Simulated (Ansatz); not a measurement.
Geometry optimisation, RKS PBE-D4/def2-SVP (Ansatz 0.2.0).

Input:

```yaml
crystal:
  periodic: [false, false, false]
  atoms:
    - { symbol: Si, position_ang: [-0.976366, 0.797919, -0.472143] }
    - { symbol: Br, position_ang: [1.86847, 1.246083, 1.716574] }
    - { symbol: O, position_ang: [0.058101, -0.435058, -0.915942] }
    - { symbol: C, position_ang: [0.392688, -1.590954, -0.176723] }
    - { symbol: H, position_ang: [-2.080519, 0.927743, -1.486709] }
    - { symbol: H, position_ang: [-1.571375, 0.558801, 0.892631] }
    - { symbol: H, position_ang: [1.108071, 2.181199, 0.853626] }
    - { symbol: H, position_ang: [-0.278414, 2.074365, -0.470959] }
    - { symbol: H, position_ang: [1.280915, -1.410292, 0.471819] }
    - { symbol: H, position_ang: [-0.441114, -1.941389, 0.473936] }
    - { symbol: H, position_ang: [0.639443, -2.408415, -0.886111] }
basis:
  gaussian: { orbitals: def2-SVP }
hamiltonian:
  xc: pbe
  dispersion: d4
relax:
  f_tol: 0.03
  max_steps: 50
```

Run as:

```bash
$ ansatz run input.yaml --threads 2 --pin off --max-ram 3072MiB --backend cpu --events-out ev --progress --plain --runs-dir out
```

Question: Where does it end, and by what steps?

Answer: The forces met the threshold. After 10 steps the energy has fallen by 0.128 eV; H6 moved furthest, 0.50 Å.

| step | energy less start (eV) | largest force component (eV/Å) | accepted |
| --- | --- | --- | --- |
| 0 | 0.0000 | 0.930 | yes |
| 1 | -0.0649 | 0.271 | yes |
| 2 | -0.0716 | 0.069 | yes |
| 3 | -0.0768 | 0.083 | yes |
| 4 | -0.0831 | 0.443 | yes |
| 5 | -0.0890 | 0.313 | yes |
| 6 | -0.1199 | 0.246 | yes |
| 7 | -0.1242 | 0.082 | yes |
| 8 | -0.1265 | 0.037 | yes |
| 9 | -0.1275 | 0.050 | yes |
| 10 | -0.1281 | 0.008 | yes |

```xyz
11
Properties=species:S:1:pos:R:3
Si -1.151 0.717 -0.543
Br 2.253 1.490 1.878
O -0.364 -0.673 -1.034
C 0.393 -1.510 -0.175
H -1.966 1.184 -1.707
H -2.010 0.472 0.671
H 1.201 1.763 0.922
H -0.169 1.819 -0.176
H 1.323 -1.013 0.182
H -0.190 -1.829 0.721
H 0.680 -2.420 -0.739
```

Whether the end is a true minimum wasn't checked by a vibrational analysis.

The run took 20 s on 2 threads of AMD EPYC 7R13 Processor (Zen 3) (shared host), peak memory 0.17 GiB.
